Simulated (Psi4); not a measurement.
CrFO₂ (SMILES [O]=[Cr+](=[O])[F]), charge +1, singlet, geometry from GFN2-xTB (such geometries of metal compounds can be far from the true shape) (the multiplicity is a formal guess); Psi4 1.11 with REVPBE/6-31G*.

Input for Psi4:
```
memory 2 GB

molecule mol {
1 1
Cr    0.121426    0.189055    0.164597
O     1.300902   -0.481168   -0.580076
O    -0.535734   -0.807395    1.149547
F    -1.003952    0.641242   -0.945122
}

set {
  basis 6-31g*
  reference rks
  scf_type pk
  puream true
  d_convergence 1e-8
  dft_radial_points 99
  dft_spherical_points 590
}

energy('revpbe')
print_variables()
```

Task: Write the output that Psi4 gives for this input, abridged.

Result: 
```
   => Loading Basis Set <=

    Name: 6-31G*
    Role: ORBITAL
    Keyword: BASIS

         ---------------------------------------------------------
                                   SCF
               by Justin Turney, Rob Parrish, Andy Simmonett
                          and Daniel G. A. Smith
                              RKS Reference
         ---------------------------------------------------------

  ==> Geometry <==

    Molecular point group: c1
    Full point group: C1

    Geometry (in Angstrom), charge = 1, multiplicity = 1:

       Center              X                  Y                   Z               Mass
    ------------   -----------------  -----------------  -----------------  -----------------
         CR           0.126553432046     0.175533691007     0.167491403163    51.940506230000
         O            1.306029432046    -0.494689308993    -0.577181596837    15.994914619570
         O           -0.530606567954    -0.820916308993     1.152441403163    15.994914619570
         F           -0.998824567954     0.627720691007    -0.942227596837    18.998403162730

  Running in c1 symmetry.

  Rotational constants: A =      0.28555  B =      0.24612  C =      0.14923 [cm^-1]
  Rotational constants: A =   8560.47425  B =   7378.52887  C =   4473.80679 [MHz]
  Nuclear repulsion =  243.578851831070153

  Charge       = 1
  Multiplicity = 1
  Electrons    = 48
  Nalpha       = 24
  Nbeta        = 24

  ==> Algorithm <==

  SCF Algorithm Type is PK.
  DIIS enabled.
  MOM disabled.
  Fractional occupation disabled.
  Guess Type is SAD.
  Energy threshold   = 1.00e-06
  Density threshold  = 1.00e-08
  Integral threshold = 1.00e-12

  ==> Primary Basis <==

  Basis Set: 6-31G*
    Blend: 6-31G*
    Number of shells: 30
    Number of basis functions: 76
    Number of Cartesian functions: 84
    Spherical Harmonics?: true
    Max angular momentum: 3

  ==> DFT Potential <==

   => LibXC <=

    Version 7.1.2
    S. Lehtola, C. Steigemann, M. J. T. Oliveira, and M. A. L. Marques,  SoftwareX 7, 1–5 (2018) (10.1016/j.softx.2017.11.002)

   => Composite Functional: REVPBE <=

    revPBE GGA Exchange-Correlation Functional

    Y. Zhang and W. Yang, Phys. Rev. Lett. 80, 890, 1998

    Deriv               =              1
    GGA                 =           TRUE
    Meta                =          FALSE

    Exchange Hybrid     =          FALSE
    MP2 Hybrid          =          FALSE

   => Exchange Functionals <=

    1.0000   XC_GGA_X_PBE_R

[...]
   @RKS iter  11: -1294.21384413445412   -9.37400e-05   4.42525e-05 DIIS
   @RKS iter  12: -1294.21384696991663   -2.83546e-06   1.71192e-05 DIIS
   @RKS iter  13: -1294.21384743494991   -4.65033e-07   2.99457e-06 DIIS
   @RKS iter  14: -1294.21384745075125   -1.58013e-08   1.79422e-07 DIIS
   @RKS iter  15: -1294.21384745081946   -6.82121e-11   2.64538e-08 DIIS
   @RKS iter  16: -1294.21384745082014   -6.82121e-13   1.70196e-09 DIIS
  Energy and wave function converged.

  ==> Post-Iterations <==

   Electrons on quadrature grid:
      Ntotal   =   48.0000009717 ; deviation = 9.717e-07

    Orbital Energies [Eh]
    ---------------------

    Doubly Occupied:

[...]
    Virtual:

[...]
      76A      2.458694

    Final Occupation by Irrep:
              A
    DOCC [    24 ]
    NA   [    24 ]
    NB   [    24 ]

  @RKS Final Energy: -1294.21384745082014

   => Energetics <=

    Nuclear Repulsion Energy =            243.5788518310701534
    One-Electron Energy =               -2251.3933668746567491
    Two-Electron Energy =                 789.1743214682037433
    DFT Exchange-Correlation Energy =     -75.5736538754373157
    Empirical Dispersion Energy =           0.0000000000000000
    VV10 Nonlocal Energy =                  0.0000000000000000
    Total Energy =                      -1294.2138474508201398

Computation Completed

Properties will be evaluated at   0.000000,   0.000000,   0.000000 [a0]

Properties computed using the SCF density matrix

 Multipole Moments:

 ------------------------------------------------------------------------------------
     Multipole            Electronic (a.u.)      Nuclear  (a.u.)        Total (a.u.)
 ------------------------------------------------------------------------------------

 L = 1.  Multiply by 2.5417464519 to convert [e a0] to [Debye]
 Dipole X            :         -0.0014036            0.4747827            0.4733790
 Dipole Y            :          2.2124576           -1.2520383            0.9604192
 Dipole Z            :          0.4158072            0.2680081            0.6838153
 Magnitude           :                                                    1.2704708

 ------------------------------------------------------------------------------------

  Variable Map:
  ----------------------------------------------------------------------------
[...]
  Array Variable Map:
  ----------------------------------------------------------------------------
[...]
[...]
```
